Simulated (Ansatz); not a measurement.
Frontier orbitals of C$_{4}$H$_{7}$F$_{3}$ (`CC(F)CC(F)F`).

Total charge 0; spin multiplicity 1. The geometry is a stationary point of PBE0-D4/def2-TZVP. It is one conformer, not always the lowest. Basis def2-TZVPP, the Gaussian-basis code of Ansatz.

```tsv
functional	HOMO (eV)	LUMO (eV)	gap (eV)
PBE	-7.68	0.37	8.05
revPBE	-7.61	0.45	8.06
r2SCAN	-8.06	1.11	9.17
PBE0	-9.39	1.17	10.56
r2SCAN0	-9.64	1.71	11.35
HSE06 (plane-wave form)	-8.98	0.81	9.79
ωB97M-V	-11.79	2.59	14.38
```

Against PBE, PBE0 changes HOMO and LUMO by −1.71 and +0.81 eV, ωB97M-V by −4.10 and +2.23 eV. A gap of 8.05 eV thus becomes 14.38 eV for the same molecule, so an orbital gap means little without its functional. A positive LUMO is unbound and depends on the basis.
